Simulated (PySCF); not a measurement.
Computed IR spectrum (relative IR intensity) of a molecule C2H7BFNO. The structure is a stationary point at r2SCAN-D4/def2-SVP. The values are those of a single conformer. These are r2SCAN-D4/def2-SVP in PySCF values and carry that method's errors. Harmonic, unscaled wavenumbers; measured fundamentals usually lie a few per cent lower.

Lines under 2 % of the strongest are left out, and lines within 2 cm⁻¹ are merged.

| ν (cm⁻¹) | relative intensity |
|---|---|
| 463 | 3.0 |
| 536 | 19 |
| 651 | 13 |
| 1086 | 16 |
| 1102 | 3.1 |
| 1212 | 3.6 |
| 1327 | 44 |
| 1403 | 69 |
| 1452 | 29 |
| 1469 | 12 |
| 1476 | 2.1 |
| 1479 | 2.1 |
| 1493 | 21 |
| 1586 | 100 |
| 2983 | 14 |
| 3006 | 21 |
| 3060 | 12 |
| 3073 | 10 |
| 3132 | 6.5 |
| 3631 | 4.4 |

Task: Identify the compound among the candidates.
(A) CNB(O)CF
(B) COB(N)CF
(C) CNB(F)OC
(D) CCNB(O)F

Result: C, CNB(F)OC
